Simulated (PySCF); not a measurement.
Computed shifts of a molecule C₄H₇Br, KT2/pcSseg-1 (PySCF), GIAO, gas phase, equivalent atoms averaged, in ppm (number of nuclei): ¹³C: 48.9 (1), 35.1 (1), 22.4 (2). ¹H: 1.97 (3), 1.42 (2), 1.03 (2). References: ¹³C against TMS (σ = 185.1 ppm); ¹H against TMS (σ = 31.47 ppm), references at their B3LYP-D3(BJ)/def2-TZVP geometries, non-relativistic (without spin–orbit terms, shifts of atoms bonded to Cl or Br come out too high). Geometry optimised at r2SCAN-D4/def2-SVP. The values are those of a single conformer.

Question: Which structure fits?
(A) CC/C=C\Br
(B) C[C@H]1C[C@@H]1Br
(C) CC1(Br)CC1
(D) C=CCCBr

Answer: C, CC1(Br)CC1
